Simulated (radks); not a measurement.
Results of a calculation; reference values are marked as such.
Numerical settings for neutral potassium, [Ar] 4s1. Code: a radial shooting solver on a logarithmic mesh with Libxc functionals. Model: non-relativistic Kohn-Sham, PBE, spin-polarised, spherical densities, point nucleus; open shells are filled with parallel spins first. The defaults (mesh step 0.008 in ln r, mesh end at 40 bohr or more with all orbitals vanishing there, Anderson mixing 0.5 over 9 steps, residual threshold near 1e-9 with the energy settled to 1e-9 hartree or 1e-11 of itself, here a cap of 69 iterations) give E = -599.7105 hartree and 4s at -2.534 eV in 14 iterations. Run on one thread of a shared host, so times are rough (Arm Neoverse V1): 0.13 s of CPU time, 0.13 s wall, 14 iterations on 2669 mesh points. Changes against that run (0 stands for a change within the tolerance of the run):

| setting | iterations | converged | E (mhartree) | e(4s) (meV) | CPU (s) |
|---|---|---|---|---|---|
| mesh step in ln r 0.2 | 12 | no | diverged | - | 0.03 |
| mesh step in ln r 0.005 | 14 | yes | 0 | 0 | 0.19 |
| mesh step in ln r 0.12 | 4 | no | diverged | - | 0.01 |
| mesh end (bohr) 5 | 14 | level above zero | +193 | +6.38e+03 | 0.1 |
| mesh end (bohr) 8 | 14 | yes | +19.5 | +864 | 0.11 |
| residual threshold 1e-13 | 69 | no | 0 | 0 | 0.37 |
| residual threshold 0.01 | 9 | yes | 0 | +0.0323 | 0.1 |
| mixing 2.5 | 17 | yes | 0 | 0 | 0.15 |
| linear mixing, mixing 0.8 | 24 | yes | 0 | 0 | 0.18 |
| linear mixing, mixing 0.05 | 69 | no | +0.0481 | -48.3 | 0.49 |
| mixing history 2 | 22 | yes | 0 | 0 | 0.17 |
| iteration cap 2 | 2 | no | +37.2 | -2.37e+03 | 0.03 |

Settled on a wrong energy, with an occupied level pushed above zero by the early mesh end: mesh end (bohr) 5 (+0.193 hartree). Apart from these: settings that end as converged yet miss the energy by more than 1 mhartree: mesh end (bohr) 8 (+0.0195 hartree). A mesh that ends early acts as a hard wall.
